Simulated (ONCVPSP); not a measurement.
## Potentials for nitrogen compared

Generated with ld1.x 7.5 (TM, RRKJ, ultrasoft, PAW), atompaw 4.2 or ONCVPSP 4.0.1. The cutoff is in Ry: for ld1.x and atompaw files where the sum of valence levels is converged to 10 mRy in a Bessel basis, for ONCV files where the hardest occupied wave has 1 mHa per electron of residual kinetic energy. The error is the largest all-electron minus pseudo excitation energy over each file’s own four to seven test configurations (ionisations up to +4, promotions, holes and added fractions of an electron), all of which were solved. The labels leave out finer settings (local radius, basis sizes, second energies), which also bear on the numbers. Spin-polarised tests are not counted. The rows are a selection from randomly drawn settings: files with unsolved tests, undetermined cutoffs or missed reference levels are left out.

A true bound ghost makes a file unfit for plane-wave use even where its test errors are small: the radial tests pick states by their node count and pass the ghost by.

```tsv
potential	cutoff (Ry)	largest error (meV)	bound ghosts
ONCV, PBEsol, scalar-relativistic, rc 0.85/2.35/2.40 (spd), local s, core correction no, reference 2s2 2p2.5, qcut 8.3/4.9/3.9, projectors 0/2/2	60	+5469	none
ONCV, PBE, fully relativistic, rc 1.05/2.35 (sp), local s, core correction yes, reference 2s2 2p3, qcut 5.1/6.4, projectors 0/2	235	+3102	none
ONCV, LDA (Perdew-Wang 92), scalar-relativistic, rc 0.70/2.45/2.65 (spd), local s, core correction yes, reference 2s2 2p3, qcut 14.4/5.3/3.5, projectors 0/1/2	141	+4109	d
ONCV, PBE, scalar-relativistic, rc 0.85/2.20/1.95 (spd), local smoothed, core correction yes, reference 2s2 2p3, qcut 6.7/5.4/5.7, projectors 2/2/1	104	+3537	none
ONCV, PBE, scalar-relativistic, rc 0.80/1.20 (sp), local s, core correction yes, reference 2s1.75 2p3.25, qcut 9.2/6.6, projectors 0/2	84	+150	none
ONCV, PBE, scalar-relativistic, rc 0.85/1.75/1.45 (spd), local smoothed, core correction no, reference 2s2 2p2.5, qcut 7.9/6.9/5.9, projectors 3/2/2	59	+278	s
ONCV, PBEsol, scalar-relativistic, rc 0.70/1.40 (sp), local smoothed, core correction yes, reference 2s1 2p4, qcut 9/10.7, projectors 2/1	70	+91	none
ONCV, PBE, scalar-relativistic, rc 1.00/1.95/1.70 (spd), local smoothed, core correction yes, reference 2s2 2p3, qcut 8.3/6.1/5.9, projectors 1/2/2	57	+1733	none
```

(1) Fill in the row for N: ONCV, PBE, scalar-relativistic, rc 0.85/2.15/1.85 (spd), local smoothed, core correction yes, reference 2s2 2p2, qcut 8.7/6.5/5.9, projectors 2/2/2.

Answers

(1) cutoff 62 Ry, largest error +1703 meV, bound ghosts: none.
